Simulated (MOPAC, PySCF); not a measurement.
H3BGeO, SMILES `[BH2][Ge][OH]` (lower singlet), neutral singlet in the gas phase. This singlet lies 0.55 eV below the relaxed triplet at the level frozen-core CCSD(T)/cc-pVTZ // B3LYP-D3(BJ)/def2-TZVP (Ansatz).

Z-matrix (Å, degrees):
```
B
H 1 1.1966
H 1 1.1966 2 116.19
Ge 1 2.1275 2 121.78 3 -174.34
O 4 1.8154 1 98.73 2 -92.93
H 5 0.9626 4 116.80 1 -0.02
```
Charge 0, spin multiplicity 1.

All levels are single points at this geometry (B3LYP-D3(BJ)/def2-TZVP); Pople sets use spherical d functions. Orbital energies aren't observables, and empty levels follow the basis.

```csv
level,HOMO (eV),LUMO (eV),gap (eV),dipole (D),"vertical IE, Delta-SCF (eV)"
B3LYP-D3(BJ)/def2-TZVP in PySCF,-6.05,-2.73,3.32,1.65,–
PBE-D3(BJ)/def2-TZVP in PySCF,-5.17,-3.48,1.69,1.49,–
B3LYP/3-21G in PySCF,-5.77,-2.52,3.24,1.76,–
B3LYP/6-311+G** (LANL2DZ on Ge) in PySCF,-6.09,-2.85,3.24,1.98,–
B3LYP/6-31G* in PySCF,-5.88,-2.41,3.47,1.94,8.43
BP86/6-31G* in PySCF,-5.12,-3.26,1.85,1.87,–
M06-2X/6-31G* in PySCF,-7.09,-1.34,5.75,2.08,–
SVWN5/6-31G* in PySCF,-5.10,-3.50,1.60,1.98,8.46
PM6 in MOPAC,-7.87,-1.00,6.87,1.97,–
```
